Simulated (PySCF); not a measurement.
Isomers of C4H6F2O, mass 108.039 u with the commonest isotopes. Theory: B3LYP/def2-SVPD in PySCF (dipole) on a GFN2-xTB geometry, gas phase. One conformer each, none proved a minimum here; rigid rotors.

Task: Order these by radius of gyration √(Σ m r²/M), smallest first.
A. `[CH2:1]=[C:2]([O:3][CH3:4])[CH:5]([F:6])[F:7]` with C1–C2–O3–C4 0°, C1–C2–C5–F6 59°
B. `CC1[C@@H](F)O[C@@H]1F`
C. `[F:1][C@@H:2]1[CH2:3][CH2:4][C@@H:5]([F:6])[O:7]1` with F1–C2–C3–C4 -87°, C2–C3–C4–C5 -34°, C3–C4–C5–F6 -87°, C4–C5–O7–C2 -12°
D. `[CH3:1][C@@H:2]([F:3])[C@@H:4]([F:5])[CH:6]=[O:7]` with C1–C2–C4–F5 -44°, C2–C4–C6–O7 47°
E. `[CH2:1]=[C:2]([CH2:3][F:4])[O:5][CH2:6][F:7]` with C1–C2–C3–F4 17°, C1–C2–O5–C6 -8°, C2–O5–C6–F7 72°

Result: C (1.667 Å), B (1.719 Å), D (1.807 Å), A (1.862 Å), E (2.007 Å).

Task: Order these by rotational constant C, smallest first.
A. `CC1[C@@H](F)O[C@@H]1F`
B. `[CH2:1]=[C:2]([O:3][CH3:4])[CH:5]([F:6])[F:7]` with C1–C2–O3–C4 0°, C1–C2–C5–F6 59°
C. `[F:1][C@@H:2]1[CH2:3][CH2:4][C@@H:5]([F:6])[O:7]1` with F1–C2–C3–C4 -87°, C2–C3–C4–C5 -34°, C3–C4–C5–F6 -87°, C4–C5–O7–C2 -12°
D. `[CH2:1]=[C:2]([CH2:3][F:4])[O:5][CH2:6][F:7]` with C1–C2–C3–F4 17°, C1–C2–O5–C6 -8°, C2–O5–C6–F7 72°

Result: D (1197 MHz), B (1539 MHz), A (1676 MHz), C (1861 MHz).

Task: Order these by dipole moment, smallest first.
A. `[F:1][C@@H:2]1[CH2:3][CH2:4][C@@H:5]([F:6])[O:7]1` with F1–C2–C3–C4 -87°, C2–C3–C4–C5 -34°, C3–C4–C5–F6 -87°, C4–C5–O7–C2 -12°
B. `[CH2:1]=[C:2]([O:3][CH3:4])[CH:5]([F:6])[F:7]` with C1–C2–O3–C4 0°, C1–C2–C5–F6 59°
C. `CC1[C@@H](F)O[C@@H]1F`
D. `[CH3:1][C@@H:2]([F:3])[C@@H:4]([F:5])[CH:6]=[O:7]` with C1–C2–C4–F5 -44°, C2–C4–C6–O7 47°
E. `[CH2:1]=[C:2]([CH2:3][F:4])[O:5][CH2:6][F:7]` with C1–C2–C3–F4 17°, C1–C2–O5–C6 -8°, C2–O5–C6–F7 72°

Result: D (0.98 D), E (1.64 D), A (2.22 D), C (2.44 D), B (3.07 D).

| SMILES | point group | Ia (u·Å²) | Ib (u·Å²) | Ic (u·Å²) | κ | μa (D) | μb (D) | μc (D) |
| --- | --- | --- | --- | --- | --- | --- | --- | --- |
| CC1[C@@H](F)O[C@@H]1F | C1 | 121.73 | 215.63 | 301.47 | -0.46 | 0.59 | 2.25 | 0.74 |
| C=C(OC)C(F)F | Cs | 99.55 | 320.95 | 328.48 | -0.98 | 3.07 | 0.03 | 0.01 |
| C[C@@H](F)[C@@H](F)C=O | C1 | 143.09 | 262.24 | 300.53 | -0.73 | 0.35 | 0.29 | 0.87 |
| F[C@@H]1CC[C@@H](F)O1 | C2 | 96.53 | 232.52 | 271.52 | -0.81 | 0.00 | 2.22 | 0.00 |
| C=C(CF)OCF | C1 | 69.90 | 378.07 | 422.31 | -0.95 | 0.79 | 1.03 | 1.01 |
